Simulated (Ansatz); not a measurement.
A short molecular-dynamics run on Ir₃.

```yaml
crystal:
  periodic: [false, false, false]
  atoms:
    - {symbol: Ir, position_ang: [-0.949261, 0.567410, 0.794908]}
    - {symbol: Ir, position_ang: [1.116630, 0.705159, -0.332911]}
    - {symbol: Ir, position_ang: [-0.167369, -1.272559, -0.461997]}
basis:
  gaussian: {orbitals: def2-SVP}
magnetization: {spin_polarized: true, initial_magnetization: 1}
hamiltonian: {xc: {name: BLYP}, dispersion: d3bj}
md: {timestep: 1 fs, n_steps: 15, ensemble: nvt_nose_hoover, temperature: 1000, initial_velocities: maxwell_boltzmann, seed: 928}
scf: {omitted_lower_state_checks: [starts]}
```

```sh
$ ansatz run in.yaml --threads 4 --pin off --events-out ev --progress --plain --max-ram 3916MiB
```

```csv
step,time (fs),potential energy (eV),kinetic (eV),T (K),conserved (eV)
0,0.0,-8515.4673,0.1293,1000,-8515.3381
1,1.0,-8515.4586,0.1205,932,-8515.3380
2,2.0,-8515.4498,0.1118,865,-8515.3380
3,3.0,-8515.4412,0.1032,798,-8515.3380
4,4.0,-8515.4328,0.0948,733,-8515.3380
5,5.0,-8515.4247,0.0867,671,-8515.3380
6,6.0,-8515.4170,0.0790,611,-8515.3380
7,7.0,-8515.4097,0.0718,555,-8515.3380
8,8.0,-8515.4030,0.0651,504,-8515.3380
9,9.0,-8515.3970,0.0591,457,-8515.3380
10,10.0,-8515.3917,0.0538,417,-8515.3380
11,11.0,-8515.3871,0.0493,382,-8515.3380
12,12.0,-8515.3834,0.0456,353,-8515.3380
13,13.0,-8515.3805,0.0428,331,-8515.3380
14,14.0,-8515.3785,0.0409,316,-8515.3380
15,15.0,-8515.3775,0.0398,308,-8515.3380
```

Velocities are drawn at the set temperature; a run this short doesn't reach equilibrium.

In the def2 sets Ir takes a core potential; there is no spin–orbit coupling. The charge 0 doublet is spin-contaminated (final ⟨S²⟩ up to 1.71, 0.75 for a pure state).

Frames (Å, forces in eV/Å):

```xyz
3
time=0.0 fs
Ir   -0.949    0.567    0.795   -1.365    0.718    1.100
Ir    1.117    0.705   -0.333    1.579    0.914   -0.507
Ir   -0.167   -1.273   -0.462   -0.215   -1.632   -0.592
3
time=1.0 fs
Ir   -0.947    0.567    0.793   -1.462    0.752    1.171
Ir    1.115    0.706   -0.332    1.664    0.927   -0.551
Ir   -0.168   -1.272   -0.462   -0.203   -1.678   -0.620
3
time=2.0 fs
Ir   -0.945    0.566    0.792   -1.557    0.784    1.239
Ir    1.113    0.706   -0.331    1.747    0.937   -0.593
Ir   -0.169   -1.272   -0.461   -0.190   -1.721   -0.646
3
time=3.0 fs
Ir   -0.943    0.566    0.790   -1.648    0.814    1.305
Ir    1.112    0.706   -0.330    1.825    0.945   -0.635
Ir   -0.169   -1.272   -0.461   -0.177   -1.758   -0.670
3
time=4.0 fs
Ir   -0.941    0.565    0.789   -1.737    0.841    1.368
Ir    1.111    0.707   -0.329    1.900    0.950   -0.676
Ir   -0.170   -1.272   -0.460   -0.163   -1.791   -0.692
3
time=5.0 fs
Ir   -0.939    0.565    0.788   -1.822    0.866    1.428
Ir    1.109    0.707   -0.328    1.970    0.952   -0.715
Ir   -0.171   -1.272   -0.460   -0.148   -1.818   -0.712
3
time=6.0 fs
Ir   -0.937    0.565    0.787   -1.902    0.888    1.484
Ir    1.108    0.708   -0.327    2.035    0.951   -0.753
Ir   -0.171   -1.273   -0.460   -0.133   -1.839   -0.730
3
time=7.0 fs
Ir   -0.935    0.564    0.785   -1.978    0.908    1.536
Ir    1.107    0.709   -0.326    2.095    0.947   -0.790
Ir   -0.172   -1.273   -0.460   -0.117   -1.855   -0.746
3
time=8.0 fs
Ir   -0.933    0.564    0.784   -2.049    0.925    1.584
Ir    1.106    0.709   -0.325    2.150    0.940   -0.824
Ir   -0.173   -1.273   -0.459   -0.101   -1.865   -0.760
3
time=9.0 fs
Ir   -0.932    0.564    0.783   -2.114    0.938    1.628
Ir    1.105    0.710   -0.324    2.199    0.930   -0.857
Ir   -0.173   -1.274   -0.459   -0.085   -1.868   -0.771
3
time=10.0 fs
Ir   -0.930    0.564    0.782   -2.174    0.949    1.666
Ir    1.104    0.711   -0.323    2.241    0.917   -0.887
Ir   -0.174   -1.275   -0.459   -0.068   -1.866   -0.780
3
time=11.0 fs
Ir   -0.929    0.563    0.782   -2.227    0.956    1.701
Ir    1.104    0.712   -0.323    2.278    0.901   -0.915
Ir   -0.175   -1.275   -0.459   -0.050   -1.858   -0.786
3
time=12.0 fs
Ir   -0.928    0.563    0.781   -2.274    0.961    1.730
Ir    1.103    0.713   -0.322    2.307    0.882   -0.940
Ir   -0.175   -1.276   -0.459   -0.033   -1.843   -0.790
3
time=13.0 fs
Ir   -0.927    0.563    0.780   -2.315    0.962    1.753
Ir    1.103    0.714   -0.321    2.330    0.860   -0.963
Ir   -0.176   -1.277   -0.459   -0.015   -1.822   -0.791
3
time=14.0 fs
Ir   -0.926    0.563    0.780   -2.348    0.960    1.772
Ir    1.103    0.715   -0.321    2.346    0.836   -0.983
Ir   -0.177   -1.278   -0.459    0.003   -1.796   -0.789
3
time=15.0 fs
Ir   -0.925    0.563    0.779   -2.375    0.955    1.785
Ir    1.102    0.716   -0.320    2.355    0.808   -1.000
Ir   -0.177   -1.279   -0.459    0.021   -1.763   -0.785
```

Run time 40 s (4 threads of Arm Neoverse V2 on a shared host).
